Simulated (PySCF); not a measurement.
**Krypton: a sound run and one with changed settings**

Sound run: Kr²⁺ [Ar] 3d10 4s2 4p4, Kr³⁺ [Ar] 3d10 4s2 4p3. Calculation: PySCF 2.14, in aug-cc-pVDZ-DK; scalar relativity by spin-free X2C-1e. The sound run starts from symmetry-adapted Hartree-Fock orbitals and uses a fine grid where one is needed.

Changed run: initial guess sap, at most 5 SCF cycles. This setting is unsound on purpose.

```tsv
species	method	sound run (hartree)	changed run (hartree)	converged
Kr²⁺	UHF	-2786.71490	-2786.71490	no
Kr²⁺	TPSS	-2788.39057	-2788.39057	no
Kr²⁺	MN15	-2790.29524	-2790.29524	no
Kr³⁺	UHF	-2785.45698	-2785.45698	no
Kr³⁺	TPSS	-2787.08625	-2787.08625	no
Kr³⁺	MN15	-2788.99484	-2788.99484	no
```

The SCF was stopped early; the energies are upper bounds that still move, and correlated levels were skipped or rest on poor orbitals.
